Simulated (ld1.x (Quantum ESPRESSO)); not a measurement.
# Before and after: RRKJ potential for N

ld1.x (Quantum ESPRESSO) 7.5 input, shortened:

```
&input
   title='N', zed=7., rel=1, dft='PZ', iswitch=3,
   config='[He] 2s2 2p2.5 3d-2'
 /
 &inputp
   pseudotype=2, tm=.false., rho0=0.01, lloc=2,
   nlcc=.false.
 /
3
2S  1  0   2.00   0.00  0.85  0.85  0.0
2P  2  1   2.50   0.00  1.15  1.15  0.0
3D  3  2  -2.00   0.15  1.25  1.25  0.0
 &test
   configts(1)='2s2 2p2.5'
 /
```

All-electron outer shells of the reference configuration (LDA (PZ), scalar-relativistic, ld1.x):

```csv
shell,level (eV),outermost node (bohr),outermost maximum (bohr)
2s,-24.94,0.32,1.00
2p,-13.58,–,0.94
```

Change: all radii scaled by about 0.96 (s 0.82, p 1.10, d 1.20 bohr).

Cutoffs: the cutoffs (Ry, on a coarse ladder) from which the occupation-weighted sum of valence levels, in a spherical-Bessel basis at the reference potential, stays within 10 and 1 mRy of its value at 400 Ry; they do not see the model core or the augmentation charge, which bear on the density cutoff. Errors are all-electron minus pseudo energies relative to the spin-unpolarised reference configuration.

Predict the effect on cutoff, ghosts and configuration errors.

The potential gets harder (90 Ry and 160 Ry → 100 Ry and 180 Ry); the errors of the 9 common tests hardly move; neither file shows a bound ghost. A smaller radius makes the pseudo-wave follow the all-electron one further in, where it bends more sharply, so more plane waves are needed.

| quantity | base | changed |
| --- | --- | --- |
| cutoff, loose | 90 Ry | 100 Ry |
| cutoff, tight | 160 Ry | 180 Ry |
| bound ghosts | none | none |
| error for 2s2 2p3, meV [ΔE -5.17 eV] | +1.0 | +1.0 |
| error for 2s2 2p2, meV [ΔE 8.57 eV] | +2.3 | +2.2 |
| error for 2s2 2p1, meV [ΔE 37.53 eV] | +56 | +53 |
| error for 2s1 2p3, meV [ΔE 20.02 eV] | +7.3 | +7.5 |
| error for 2s1 2p4, meV [ΔE 6.04 eV] | +15 | +15 |
| error for 2s0 2p5, meV [ΔE 17.29 eV] | +49 | +48 |
| error for 2s2 2p0, meV [ΔE 84.70 eV] | +335 | +321 |
| error for 2s2 2p2.5 (spin-polarised), meV [ΔE -2.31 eV] | +256 | +257 |
| error for 2s2 2p3 (spin-polarised), meV [ΔE -8.06 eV] | +297 | +298 |
